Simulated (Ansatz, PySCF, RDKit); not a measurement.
Pair of molecules: NH3 (SMILES N) (first 4 atoms) with CH4S (SMILES CS); geometry from B3LYP-D3(BJ)/def2-TZVP, rigid monomers moved along the line of their centres of mass till N1···H10 is 3.09 Å.
(charge 0, multiplicity 1):
| atom | x (Å) | y (Å) | z (Å) |
|---|---|---|---|
| N | -0.1745 | 0.0328 | 0.7472 |
| H | -0.1468 | 0.9539 | 0.3249 |
| H | 0.6587 | -0.4635 | 0.4528 |
| H | -0.9752 | -0.4567 | 0.3645 |
| C | 0.6322 | -0.9841 | 5.5709 |
| S | -0.4994 | 0.3854 | 5.1626 |
| H | 1.6358 | -0.7924 | 5.1950 |
| H | 0.6726 | -1.0475 | 6.6570 |
| H | 0.2636 | -1.9307 | 5.1794 |
| H | -0.3957 | 0.2761 | 3.8184 |

Monomers are frozen at their geometry in the pair; levels with a basis set take the counterpoise correction. RDKit's UFF carries no charges.

Rows in 6-31G* carry no dispersion term and start afresh at each structure (6-31G* with six Cartesian d functions).

Programs: Ansatz (a first-principles code) with Gaussian orbitals; PySCF for 6-31G* rows, the dispersion terms; RDKit for the force fields. Each number belongs to the level named beside it.

Question: One of these levels gives -0.36 kcal/mol for the interaction energy. Name it.
A. PBE-D4/def2-TZVPPD
B. UFF
C. HF/6-31G*

Answer: B, UFF. The others give -1.36 (HF/6-31G*), -1.96 (PBE-D4/def2-TZVPPD)
